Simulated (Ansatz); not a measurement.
Ansatz (an electronic-structure program) input (PBE-QIDH/def2-TZVPD):

Ansatz 0.2 input:
```yaml
crystal:
  periodic: [false, false, false]
  atoms:
    - {symbol: C, position_ang: [0.00000000, 0.00000000, 0.00000000]}
    - {symbol: H, position_ang: [0.53559480, 0.93585773, 0.03753667]}
    - {symbol: H, position_ang: [-1.07886998, -0.00405594, -0.01111717]}
    - {symbol: H, position_ang: [0.54327518, -0.93180178, -0.02641950]}
basis:
  gaussian:
    orbitals: def2-TZVPD
hamiltonian:
  xc: {name: PBE-QIDH}
magnetization: {spin_polarized: true, initial_magnetization: 1}
correlation: {electrons: outside_noble_gas}
```

Output:

```
Functional definition: PBE-QIDH
integrals: 0.02 GiB planned
460 factors; integrals over basis functions are off by at most 1.2e-3 eV
mean field: 0.15 GiB planned
mean field evaluation 1: about -1080.2767 eV, gradient 1.4e1 eV
mean field evaluation 2: about -1080.2760 eV, gradient 1.4e1 eV
mean field evaluation 4: about -1081.2255 eV, gradient 8.1e-1 eV
mean field evaluation 8: about -1081.2316 eV, gradient 9.1e-3 eV
mean field evaluation 16: about -1081.2316 eV, gradient 3.8e-6 eV
mean field -1081.23156716 eV, -39.7345272080 hartree, gradient 3.8e-6 eV, S^2 0.757562; 0 other end points of the search recorded, 0 dependent functions left out
1 core orbitals not correlated
reference -1081.23157595 eV, -39.7345275312 hartree; 4, 3 occupied and 59, 60 virtual orbitals, 460 factors
second order -4.60662680 eV of doubles, -0.00000000 eV of singles
Total energy: -1082.76711822 eV, -39.7909576688 hartree
```
